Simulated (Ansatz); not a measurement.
**Cost against result**

Saddle point of Si₂H₆Cl₂, singlet (SiH₂Cl₂ ([Cl][SiH2][Cl]) + SiH₄ → Si₂H₅Cl ([SiH3][SiH2][Cl]) + HCl; bonds formed: Si1–Si7, Cl2–H6; bonds broken: Si1–Cl2, H6–Si7), PBE0-D4/def2-TZVP structure:

```csv
atom,x (Å),y (Å),z (Å)
Si1,-0.4698,-0.9377,-0.6360
Cl2,1.5591,-1.9662,0.4307
H3,0.2120,-1.2128,-1.9040
H4,-1.2265,-1.9003,0.1701
Cl5,-2.0199,0.3443,-1.2862
H6,0.7706,-0.4281,0.3918
Si7,0.2646,1.2379,0.5919
H8,-0.9640,1.4495,1.3825
H9,1.4718,1.3065,1.4533
H10,0.4020,2.1068,-0.5940
```

Barriers are electronic and count from the start structure reached by relaxing down the imaginary mode.

Ansatz 0.2.0; basis: as named in each row; cores frozen in the correlated methods. B3LYP uses VWN-RPA correlation. Extrapolation: Hartree–Fock as exp(−7.88 √X), correlation as X^−2.97.

Times are rough, for one single point on 4 threads of a shared host (Arm Neoverse N1).

The estimate by CCSD(T) at an estimated basis limit (MP2 extrapolated from triple and quadruple zeta, plus CCSD(T) − MP2 in triple zeta) is 2.546 eV.

```tsv
method	basis	time (s)	barrier (eV)	method less estimate
HF	STO-3G	under 1	4.641	2.095
PBE-D4	STO-3G	under 1	2.774	0.228
SPW92	def2-SVP	under 1	1.794	-0.753
B3LYP-D4	6-31G	1	2.252	-0.294
PBE-D4	def2-SVP	1	2.092	-0.454
PBE0-D4	def2-SVP	2	2.340	-0.206
SPW92	def2-TZVPP	2	1.685	-0.861
PBE-D4	def2-TZVPP	4	1.992	-0.554
BLYP-D4	def2-TZVPP	4	2.264	-0.282
CCSD(T)	def2-SVP	4	2.988	0.442
B3LYP-D4	def2-TZVPP	6	2.447	-0.099
BHLYP-D4	def2-TZVPP	6	2.730	0.184
CAM-B3LYP-D4	def2-TZVPP	6	2.612	0.066
PBE0-D4	def2-TZVPP	6	2.240	-0.306
r2SCAN-D4	def2-TZVPP	8	2.238	-0.308
RPA on PBE	def2-TZVPP	8	2.645	0.099
wB97M-V	def2-SVP	8	2.655	0.109
r2SCAN0-D4	def2-TZVPP	9	2.396	-0.150
B2PLYP	def2-TZVPP	9	2.607	0.061
PBE-QIDH	def2-TZVPP	10	2.492	-0.054
wB97X-V	def2-TZVPP	14	2.597	0.051
B97M-V	def2-TZVPP	16	2.472	-0.074
wB97M-V	def2-TZVPP	16	2.546	0.000
MP2	def2-QZVPP	33	2.549	0.003
CCSD(T)	def2-TZVPP	170	2.632	0.086
```

All methods are single points on the PBE0-D4 structures.

The T1 diagnostic stays at or below 0.013.

Labels in which every atom is bracketed show which atoms are joined, not bond orders.
